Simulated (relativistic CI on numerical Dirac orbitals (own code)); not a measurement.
# La5+: q coefficients and field-shift factors

Method of calculation: Dirac-Coulomb-Breit CI, orbitals from a KLI potential per configuration, valence Slater integrals scaled by 0.85, P86 correlation energy added to each configuration, derivatives by finite differences, QED left out (own radial code, finite nucleus).

CI space (outside the closed core [Kr] 4d10): 5s2.5p4, 5s.5p5, 5s2.5p3.5d, 5s2.5p3.4f, 5p6, 5s.5p4.5d. Double excitations out of closed p, d and f shells are left out; levels of such configurations are missing from the list, as are those of other unlisted configurations, and high levels can miss mixing partners.

With x = (α/α₀)² − 1 an excitation energy changes as ω = ω₀ + qx; K = 2q/ω₀ is the relative enhancement. Terms are leading LS components, so labels can repeat. The field-shift factor is F = δν/δ⟨r²⟩ for the transition from the lowest level.

Lowest level 5s2.5p4 3P_2.

```csv
Level,ω₀ (cm⁻¹),q (cm⁻¹),K,F (GHz/fm²)
5s2.5p4 3P_0,13467.6,5877,0.873,-0.398
5s2.5p4 3P_1,20188.6,24930,2.47,-1.16
5s2.5p4 1D_2,28997.9,24090,1.66,-1.08
5s2.5p4 1S_0,60825.9,44370,1.46,-2.6
5s2.5p3.4f 5F_3,128867.0,26180,0.406,-3.92
5s2.5p3.4f 5F_4,129443.1,27870,0.431,-3.93
5s2.5p3.4f 5F_2,130049.7,29770,0.458,-4.08
5s2.5p3.4f 5F_1,130460.1,31310,0.48,-4.17
5s2.5p3.4f 5F_5,131391.9,31150,0.474,-4
5s2.5p3.4f 3F_3,134420.6,25810,0.384,-3.77
5s2.5p3.4f 3F_2,142506.5,32810,0.46,-4.12
5s2.5p3.4f 3F_4,142695.4,31650,0.444,-4.08
5s2.5p3.4f 3G_3,147842.6,41960,0.568,-4.61
5s2.5p3.4f 3G_4,149165.7,39710,0.532,-4.42
5s2.5p3.4f 3F_2,150159.8,38580,0.514,-4.46
5s2.5p3.4f 3H_4,152947.1,42030,0.55,-4.53
5s.5p5 3P°_2,153158.3,32240,0.421,-35.3
5s2.5p3.4f 3D_3,153248.8,45860,0.598,-4.77
5s2.5p3.4f 3H_5,153507.6,42650,0.556,-4.45
5s2.5p3.4f 1P_1,154979.5,39830,0.514,-4.48
5s2.5p3.4f 3G_5,159142.5,44520,0.559,-4.52
5s2.5p3.4f 3F_2,159904.3,44440,0.556,-4.72
5s2.5p3.4f 1H_5,160469.1,45020,0.561,-4.63
```

At this charge configurations can still be misplaced by up to about 7 % of their energy. Levels and lines within the n = 5 or 6 shells can be off by up to 10 % or somewhat more, and those that change n by about 2 %, since core polarisation is missing. Levels that differ in their count of f electrons can be misplaced by several ten thousand cm⁻¹, since the correlation energy of f electrons is missing or only estimated; rates across such gaps can be off by orders of magnitude.
